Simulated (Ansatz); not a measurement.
A run for Ansatz (a first-principles code): R-CCSD(T)/def2-TZVPP on CAu4 (SMILES [Au][C]([Au])([Au])[Au]). Elements past Kr take the def2 small-core potentials; no spin–orbit coupling.

Ansatz 0.2 input:
```yaml
crystal:
  periodic: [false, false, false]
  atoms:
    - {symbol: C, position_ang: [0.00000000, 0.00000000, 0.00000000]}
    - {symbol: Au, position_ang: [2.08614253, -0.00000000, 0.00000000]}
    - {symbol: Au, position_ang: [-2.08614253, 0.00000000, 0.00000000]}
    - {symbol: Au, position_ang: [-0.00000000, 2.08614253, -0.00000000]}
    - {symbol: Au, position_ang: [-0.00000000, -2.08614253, -0.00000000]}
basis:
  gaussian:
    orbitals: def2-TZVPP
magnetization: {spin_polarized: false}
correlation: {method: ccsd_t, electrons: outside_noble_gas}
scf: {lower_state_search: off}
```

Program output:

```
WARN ansatz: RAYON_NUM_THREADS=4 ignored (pool sized by the plan → 4); use --threads N
Functional definition: HF
these checks for a lower state are left out or cut short: stability, starts, cluster_reference, orbital_swaps, neighbouring_geometries, increment
integrals: 1.67 GiB planned
1798 factors; integrals over basis functions are off by at most 1.2e-3 eV
mean field: 1.34 GiB planned
mean field evaluation 1: about -15692.3948 eV, gradient 3.9e1 eV
mean field evaluation 2: about -15693.1094 eV, gradient 3.9e1 eV
mean field evaluation 4: about -15696.8493 eV, gradient 7.9e0 eV
mean field evaluation 8: about -15697.1814 eV, gradient 1.1e0 eV
mean field evaluation 16: about -15697.1976 eV, gradient 2.1e-6 eV
mean field -15697.19755544 eV, -576.8613702199 hartree, gradient 2.1e-6 eV, S^2 0.000000; 0 other end points of the search recorded, 0 dependent functions left out
17 core orbitals not correlated
reference -15697.19755544 eV, -576.8613702199 hartree; 24, 24 occupied and 214, 214 virtual orbitals, 1798 factors
second order -50.73625047 eV of doubles, -0.00000000 eV of singles
coupled cluster: 4.28 GiB planned
cycle   1  -42.54152027 eV  change     8.2e0 eV  update   3.4e-1
cycle   2  -44.89995815 eV  change    -2.4e0 eV  update   1.8e-1
cycle   3  -45.36359031 eV  change   -4.6e-1 eV  update   6.3e-2
cycle   4  -45.31606101 eV  change    4.8e-2 eV  update   3.2e-2
cycle   5  -45.23856662 eV  change    7.7e-2 eV  update   1.6e-2
cycle   6  -45.25147696 eV  change   -1.3e-2 eV  update   6.4e-3
cycle   7  -45.26441043 eV  change   -1.3e-2 eV  update   2.0e-3
cycle   8  -45.26520885 eV  change   -8.0e-4 eV  update   7.9e-4
cycle   9  -45.26490719 eV  change    3.0e-4 eV  update   2.9e-4
cycle  10  -45.26550368 eV  change   -6.0e-4 eV  update   1.2e-4
cycle  11  -45.26517371 eV  change    3.3e-4 eV  update   5.8e-5
cycle  12  -45.26504226 eV  change    1.3e-4 eV  update   2.4e-5
cycle  13  -45.26508165 eV  change   -3.9e-5 eV  update   1.3e-5
perturbative correction -2.93573635 eV, -0.1078863211 hartree
Total energy: -15745.39837345 eV, -578.6327176099 hartree
Checks for a lower state left out: stability, starts, cluster_reference, orbital_swaps, neighbouring_geometries, increment
```

Self-consistency was reached.

Cost: very roughly 3 core-minutes.
